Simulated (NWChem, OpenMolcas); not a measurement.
# How methods differ on GeS (germanium sulfide)

GeS: 2 atoms, total charge 0, spin state singlet. As SMILES, `[S+]#[Ge-]`. Geometry: the measured bond length.

| atom | x (Å) | y (Å) | z (Å) |
| --- | --- | --- | --- |
| S | 0.0000 | 0.0000 | 0.0000 |
| Ge | 0.0000 | 0.0000 | 2.0121 |

Each level gives the dipole moment (D). The values are calculated.

| level | kind | program | value (D) | CPU time |
| --- | --- | --- | --- | --- |
| HF/aug-cc-pVTZ | Hartree–Fock | OpenMolcas | 2.79 | 17 s |
| PBE/aug-cc-pVTZ | GGA | OpenMolcas | 1.98 | 27 s |
| revPBE/aug-cc-pVTZ | GGA | OpenMolcas | 1.99 | 31 s |
| M06-L/aug-cc-pVTZ | meta-GGA | NWChem | 2.24 | 5.4 min |
| TPSS/aug-cc-pVTZ | meta-GGA | NWChem | 1.98 | 4.4 min |
| r2SCAN/aug-cc-pVTZ | meta-GGA | OpenMolcas | 2.00 | 33 s |
| B3LYP/aug-cc-pVTZ | global hybrid | NWChem | 2.19 | 5.8 min |
| M06-2X/aug-cc-pVTZ | hybrid meta-GGA | OpenMolcas | 2.40 | 37 s |

All-electron rows without a relativistic Hamiltonian named are non-relativistic. The values span 1.98 to 2.79 D. CPU times are rough (shared hosts, several kinds of processor): they show what a rung costs within a factor of a few.
